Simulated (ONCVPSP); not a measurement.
Transferability test, ONCV potential for rhodium (Rh)

Rh (Z = 45), optimised norm-conserving Vanderbilt (ONCV), made with ONCVPSP 4.0.1 (LDA (Perdew-Wang 92), fully relativistic). Core [Ar] 3d10 4s2, reference 4p6 4d8 5s0.75 5p0.25. Waves: 5s: rc 2.00 bohr, ncon 3, nbas 6, qcut 3.9 1/bohr, 2 projectors, debl 0.5 Ha; 4p+5p: rc 2.20 bohr, ncon 3, nbas 6, qcut 7.6 1/bohr, 2 projectors; 4d: rc 2.00 bohr, ncon 4, nbas 9, qcut 6.6 1/bohr, local. Local part: the d channel. Core correction: none.

Open shells are filled in proportion to 2j + 1.

Energies are relative to the spin-unpolarised reference configuration 4p6 4d8 5s0.75 5p0.25; without spin polarisation the order of configurations can differ from experiment. Not all tests gave a result: 1 of 4 tests not solved or not reliable. The d channel is local and has no spin–orbit splitting in the pseudo-atom.

```
valence configuration  charge  ΔE all-electron (eV)  error AE − PS (meV)
      4p6 4d8 5s1 5p0       0                -0.908                 -0.1
      4p6 4d8 5s0 5p0      +1                 6.877                 -4.4
      4p5 4d8 5s1 5p0      +1                55.935                 -205
```

Levels in the configuration 4p5 4d8 5s1 5p0:

| level | all-electron (eV) | pseudo (eV) |
| --- | --- | --- |
| 4p j=3/2 | -62.180 | -62.595 |
| 4p j=1/2 | -66.236 | -66.655 |
| 4d j=5/2 | -17.612 | -17.903 |
| 4d j=3/2 | -18.068 | -17.903 |
| 5s j=1/2 | -12.623 | -12.560 |

Note: ghosts flagged at negative energy: s at -60.5 eV; no localised positive-energy state flagged. A true bound ghost makes a file unfit for plane-wave use.
